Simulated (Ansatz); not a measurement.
Isolated molecules relaxed with PBE0-D4/def2-TZVP in Ansatz; ΔE leaves out vibrations. CBS: MP2 limit from def2 TZ/QZ plus the TZ coupled-cluster correction, frozen cores. Functionals use def2-TZVPP. Each species was taken in one conformer, which may not be the lowest.

Reaction (cleavage of the Si–Si bond): `O[SiH2][SiH2]Cl` + `C=CNC` → `C=CN(C)[SiH2]Cl` + `O[SiH3]`

CCSD(T)/CBS gives -0.85 eV.

Problem. Another level gave -0.82 eV. Which?
A. r2SCAN0/def2-TZVPP
B. B2PLYP/def2-TZVPP
C. revPBE-D4/def2-TZVPP
D. RPA@PBE/def2-TZVPP

Solution. B. B2PLYP -0.82, RPA@PBE/def2-TZVPP -0.87, revPBE-D4 -0.63, r2SCAN0 -0.75 eV.

Largest T1 diagnostic among the species: 0.011.

The D4 term adds −0.07 eV with B3LYP and −0.04 eV with PBE0; it sums over pairs of atoms, weighted by their polarisabilities, and B3LYP, whose exchange is more repulsive, gets the larger term. From r2SCAN to r2SCAN0 (25 % exact exchange), in def2-TZVPP and without D4, ΔE moves by −0.03 eV. Leaving LDA and LC-ωPBE aside and taking each functional with its dispersion term where it has one, the values, not all of them listed here, spread over 0.25 eV, from ωB97M-V to PBE-D4. LDA lies −0.13 eV from PBE without D4.

B3LYP here is the variant with VWN-RPA as its local correlation; programs differ in this.
